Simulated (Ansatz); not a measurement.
## CHCuSi: where a starting geometry ends

The starting geometry of this gas-phase singlet was optimised with GFN2-xTB; its bonds are those of `[Si]=[CH][Cu]`.

```xyz
4

C    -0.7138    0.4034    0.2828
Cu    0.7788    1.3844   -0.4109
Si   -1.8092   -0.6613   -0.5766
H    -0.8894    0.5359    1.3512
```

**Question.** Predict what becomes of its bonds when it is optimised with r2SCAN-D4/def2-SVP.

**Answer.** A new bond forms, giving a structure given below by its coordinates. Contacts that close: Cu2–Si3 (3.30 → 2.33 Å).

The energy falls by 0.76 eV over 8 steps:

| step | E − E(last) (eV) |
| --- | --- |
| 1 | 0.757 |
| 2 | 0.624 |
| 3 | 0.381 |
| 4 | 0.111 |
| 5 | 0.054 |
| 6 | 0.002 |
| 7 | 0.000 |
| 8 | 0.000 |

Final geometry (Å):

```xyz
4

C    -0.8633    0.3571    0.5596
Cu    0.4230    1.0476   -0.6538
Si   -1.3867   -0.4078   -0.8694
H    -0.8066    0.6656    1.6102
```

The end wasn't checked by frequencies. Run with Ansatz 0.2.0, 20 s on 1 thread of Arm Neoverse V2, on a shared host.
